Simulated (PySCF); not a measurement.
Radial density of Zn (zinc, neutral)

B2PLYP, [Ar] 3d10 4s1 4p1, 4s spin antiparallel (an excited configuration). Computed with PySCF 2.14 in dyall-av2z, with the non-relativistic Hamiltonian (point nucleus).

```
r (bohr)  4πr²ρ (e/bohr)  4πr²(ρα − ρβ)
0.000851          0.1594        -0.0001
 0.00143          0.4361        -0.0002
 0.00241           1.163        -0.0004
 0.00405           2.983        -0.0011
 0.00681           7.149        -0.0025
  0.0115           15.33        -0.0053
  0.0193           27.27        -0.0086
  0.0324           35.99        -0.0080
  0.0545           32.34         0.0017
  0.0917           30.46         0.0020
   0.154           41.65        -0.0185
   0.259           27.43         0.0133
   0.436           21.28        -0.0091
   0.734           21.20         0.0177
    1.23           6.127        -0.1276
    2.08           1.292        -0.2970
    3.49          0.4742         0.0424
    5.88          0.1206         0.0951
    9.88        0.005816         0.0057
    16.6       0.0003572         0.0004
```

With the s spin flipped the determinant is a mixture of two multiplicities, not a spectroscopic state.
